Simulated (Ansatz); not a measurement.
Reaction (ligand exchange at the Si–N bond): `C=N[SiH2]N[SiH3]` + H₂S → `C=N[SiH2]S` + `N[SiH3]`

Calculated with Ansatz (gas phase, PBE0-D4/def2-TZVP geometries, no zero-point term in ΔE). CBS: MP2 limit from def2 TZ/QZ plus the TZ coupled-cluster correction, frozen cores. This one scheme is used for every species. Functionals use def2-TZVPP. Each species was taken in one conformer, which may not be the lowest.

```
       level  ΔE (kJ/mol)
   r2SCAN-D4          3.3
  r2SCAN0-D4          4.9
     r2SCANh          2.6
HF/CBS(def2)         13.7
```

Problem. What does CCSD(T)/CBS give? (Estimate.)

Solution. The calculation gave: +8.9 kJ/mol. The listed levels differ from it by -5.6, -4.0, -6.3, 4.8 kJ/mol.

Largest T1 diagnostic among the species: 0.013.

From PBE to PBE0 (25 % exact exchange), in def2-TZVPP and without D4, ΔE moves by +3.2 kJ/mol. At CCSD(T), def2-SVP lies +6.4 kJ/mol from the extrapolated value and def2-TZVPP +2.7 kJ/mol.
